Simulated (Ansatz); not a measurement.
`C[NH][Zr]([Cl])([Cl])[Cl]` + H₂S → `[SH][Zr]([Cl])([Cl])[Cl]` + CH₃NH₂  (ligand exchange at a Zr–N bond)

Gas-phase electronic energies from Ansatz, PBE0-D4/def2-TZVP geometries. CBS: MP2 limit from def2 TZ/QZ plus the TZ coupled-cluster correction, frozen cores. This one scheme is used for every species. Functionals use def2-TZVPP. HSE06 is defined as in plane-wave codes. def2 core potentials past Kr. For Zr outer-core shells are correlated without core-valence functions, which leaves a few kJ/mol of doubt a bond. One conformer a species, not always the lowest.

`C[NH][Zr]([Cl])([Cl])[Cl]`:

```xyz
10

C    -1.201    0.666    0.682
N    -0.487    0.250   -0.511
Zr    1.256   -0.692   -0.502
Cl    2.765    0.690    0.649
Cl    1.843   -1.066   -2.734
Cl    0.955   -2.662    0.737
H    -1.335    1.752    0.713
H    -0.637    0.385    1.576
H    -2.182    0.186    0.754
H    -0.977    0.492   -1.364
```

H₂S:

Z-matrix (Å, degrees):
```
S
H 1 1.341
H 1 1.341 2 92.3
```

`[SH][Zr]([Cl])([Cl])[Cl]`:

Z-matrix (Å, degrees):
```
Zr
Cl 1 2.316
Cl 1 2.324 2 112.3
S 1 2.411 2 106.0 3 118.7
Cl 1 2.324 2 112.3 3 -122.5
H 4 1.350 1 90.0 2 -179.6
```

CH₃NH₂:

Z-matrix (Å, degrees):
```
C
N 1 1.453
H 1 1.092 2 109.4
H 1 1.100 2 115.4 3 -121.6
H 1 1.092 2 109.4 3 116.8
H 2 1.012 1 110.6 3 62.6
H 2 1.012 1 110.6 3 -179.3
```

```json
{"level": "r2SCAN-D4", "ΔE (kJ/mol)": "-12.0"}
{"level": "HSE06", "ΔE (kJ/mol)": "-15.5"}
```

Problem. What does CCSD(T)/CBS give? (Best estimate.)

Solution. The calculation gave: -8.6 kJ/mol. The listed levels differ from it by -3.4, -6.9 kJ/mol.

Largest T1 diagnostic among the species: 0.016.

The D4 term adds +3.4 kJ/mol with B3LYP and +2.2 kJ/mol with PBE0; it sums over pairs of atoms, weighted by their polarisabilities, and B3LYP, whose exchange is more repulsive, gets the larger term. Leaving LDA and LC-ωPBE aside and taking each functional with its dispersion term where it has one, the values, not all of them listed here, spread over 11.8 kJ/mol, from B97M-V to CAM-B3LYP-D4. LDA lies +5.0 kJ/mol from PBE without D4. At CCSD(T), def2-SVP lies +14.3 kJ/mol from the extrapolated value and def2-TZVPP +3.3 kJ/mol.

B3LYP here is the variant with VWN-RPA as its local correlation; programs differ in this.
